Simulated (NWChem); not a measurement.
# C$_{2}$H$_{6}$NO cation; SMILES CC(N)=[OH+]

```xyz
10

C      0.1485    -1.4082     0.0012
C     -0.0052     0.0633     0.0005
N      1.0124     0.8740    -0.0003
O     -1.1714     0.6224     0.0000
H     -0.3511    -1.8262     0.8905
H      1.2000    -1.7176     0.0064
H     -0.3447    -1.8272    -0.8912
H      0.8675     1.8838    -0.0010
H      1.9659     0.5248    -0.0003
H     -1.9067    -0.0108     0.0008
```
Atoms are numbered in this order, from 1.

Computed with NWChem. Pople sets run with spherical d functions. Structure relaxed at the PBE0/def2-SVP level. Level: PBE0/6-31G* with SMD (1 M gas to 1 M solution), gas-phase geometry. Reactions with the solvent are ignored.

For solvent chlorobenzene:

```yaml
solvation free energy (kcal/mol): -55.5
```

Q: How do the values read with solvent n-hexane instead?

A: 
- solvation free energy (kcal/mol): -31.9
